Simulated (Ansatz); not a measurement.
Total energies of C4H7Al, SMILES `C#[C][Al]([CH3])[CH3]`.

```xyz
12

C     2.5774    1.5987   -0.4478
C     1.5592    0.9671   -0.2686
Al   -0.0531   -0.0316    0.0220
C    -0.6128   -0.4017    1.8500
C    -1.0381   -0.6210   -1.5507
H     3.4737    2.1550   -0.6058
H    -0.7046   -1.4799    2.0198
H    -1.6029    0.0236    2.0477
H     0.0793   -0.0013    2.5937
H    -0.4231   -1.2909   -2.1614
H    -1.2913    0.2292   -2.1925
H    -1.9639   -1.1472   -1.3063
```

Total charge 0; spin multiplicity 1. All single points use the PBE0-D4/def2-TZVP geometry. Basis def2-TZVPP, Ansatz 0.2.0.

RPA on PBE orbitals: Hartree–Fock energy of these orbitals -397.45461 Eh, correlation -1.23279 Eh (frozen core).

| functional | energy without D4 (Eh) | D4 term (kJ/mol) |
| --- | --- | --- |
| LDA (SPW92) | -396.54435 | – |
| PBE | -398.73366 | -20.0 |
| revPBE | -398.99489 | -58.1 |
| BLYP | -399.02271 | -43.0 |
| r2SCAN | -398.96780 | -5.3 |
| PBE0 | -398.77831 | -17.1 |
| B3LYP | -399.12974 | -32.0 |
| r2SCANh | -398.95888 | -5.6 |
| r2SCAN0 | -398.94638 | -6.2 |
| BHLYP | -398.99772 | -25.3 |
| CAM-B3LYP | -399.00716 | -17.5 |
| ωB97X-V | -399.00645 | – |
| ωB97M-V | -398.99822 | – |
| B2PLYP | -398.83490 | – |

Problem. Give the same for B97M-V, HSE06 (plane-wave form), LC-ωPBE, PBE-QIDH. (Estimate.)

Solution. Computed: 
| functional | energy without D4 (Eh) | D4 term (kJ/mol) |
| --- | --- | --- |
| B97M-V | -399.04420 | – |
| HSE06 (plane-wave form) | -398.76252 | -16.1 |
| LC-ωPBE | -398.89651 | – |
| PBE-QIDH | -398.66736 | – |

B3LYP takes the VWN-RPA correlation (the form of Gaussian; ORCA's B3LYP/G). HSE06 is the plane-wave form, built on full-range PBE exchange. The double hybrids freeze the cores in their second-order part.

LC-ωPBE has ω = 0.4 bohr⁻¹.
